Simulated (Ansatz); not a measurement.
System: GaI$_{2}$, charge 0, doublet. GaI2 (SMILES [I][Ga][I], doublet).
B3LYP-D3(BJ)/def2-TZVP minimum from Ansatz (a program for electronic structure):
```
Ga
I 1 2.5655
I 1 2.5655 2 121.56
```
Charge 0, spin multiplicity 2.

Quantity: atomisation energy (electronic, to ground-state atoms), in kJ/mol. Open shells are spin-unrestricted; no spin-orbit coupling. Correlated methods leave the cores frozen (noble-gas shells, and filled d and f shells in the p block). Past Kr the def2 sets carry scalar-relativistic core potentials. CBS(X,Y): correlation extrapolated as X^-3, Hartree-Fock from the larger set. A bracket is a step between two methods taken in the basis named. Where a partner has so few electrons that a lower coupled-cluster level is exact, that level stands in. Spin-orbit terms, left out, reach several kcal/mol for Br and I, and more for heavier atoms. The spin of GaI2 ([I][Ga][I], doublet) was assumed, and the state is the lowest solution found for it.

CCSD(T)/CBS(def2-TZVPP,def2-QZVPP) + [CCSDT(Q) - CCSD(T)]/def2-SVP (Ansatz) gives 508.8 kJ/mol.

Problem. How far off this value is PBE/def2-TZVPD (Ansatz), in which direction, and how far these levels: r2SCAN/def2-TZVPD, wB97M-V/def2-TZVPD, B2PLYP/def2-TZVPD, CCSD(T)/CBS(def2-TZVPP,def2-QZVPP)?

Solution. PBE gives 523.8 kJ/mol, 15.0 kJ/mol above it. Differences of the others: r2SCAN/def2-TZVPD (Ansatz) 20.8; wB97M-V/def2-TZVPD (Ansatz) -27.3; B2PLYP/def2-TZVPD (Ansatz) -24.2; CCSD(T)/CBS(def2-TZVPP,def2-QZVPP) (Ansatz) -2.3 kJ/mol.
